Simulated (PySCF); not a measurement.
```xyz
14

Si    -2.9232    -0.4116     0.4548
Si    -0.7889    -0.5130    -0.4933
Si     0.7889     0.5130     0.8947
Si     2.9232     0.4116    -0.0534
H     -3.9380    -1.0609    -0.4180
H     -2.9162    -1.0991     1.7738
H     -3.3097     1.0097     0.6624
H     -0.7907     0.1696    -1.8182
H     -0.3980    -1.9349    -0.7092
H      0.7908    -0.1696     2.2196
H      0.3980     1.9349     1.1106
H      3.3097    -1.0097    -0.2610
H      2.9162     1.0991    -1.3724
H      3.9380     1.0610     0.8194
```

Charge 0, multiplicity 1.

Q: Give the Mulliken and meta-Löwdin atomic charges from ωB97X-D3(BJ)/def2-TZVP // PBE0-D3(BJ)/def2-TZVP (PySCF).

A: 
```json
[
 {"atom": "Si1", "Mulliken (e)": "0.07", "meta-Löwdin (e)": "0.27"},
 {"atom": "Si2", "Mulliken (e)": "0.03", "meta-Löwdin (e)": "0.15"},
 {"atom": "Si3", "Mulliken (e)": "0.03", "meta-Löwdin (e)": "0.15"},
 {"atom": "Si4", "Mulliken (e)": "0.07", "meta-Löwdin (e)": "0.27"},
 {"atom": "H5", "Mulliken (e)": "-0.02", "meta-Löwdin (e)": "-0.08"},
 {"atom": "H6", "Mulliken (e)": "-0.02", "meta-Löwdin (e)": "-0.09"},
 {"atom": "H7", "Mulliken (e)": "-0.02", "meta-Löwdin (e)": "-0.09"},
 {"atom": "H8", "Mulliken (e)": "-0.01", "meta-Löwdin (e)": "-0.08"},
 {"atom": "H9", "Mulliken (e)": "-0.01", "meta-Löwdin (e)": "-0.08"},
 {"atom": "H10", "Mulliken (e)": "-0.01", "meta-Löwdin (e)": "-0.08"},
 {"atom": "H11", "Mulliken (e)": "-0.01", "meta-Löwdin (e)": "-0.08"},
 {"atom": "H12", "Mulliken (e)": "-0.02", "meta-Löwdin (e)": "-0.09"},
 {"atom": "H13", "Mulliken (e)": "-0.02", "meta-Löwdin (e)": "-0.09"},
 {"atom": "H14", "Mulliken (e)": "-0.02", "meta-Löwdin (e)": "-0.08"}
]
```
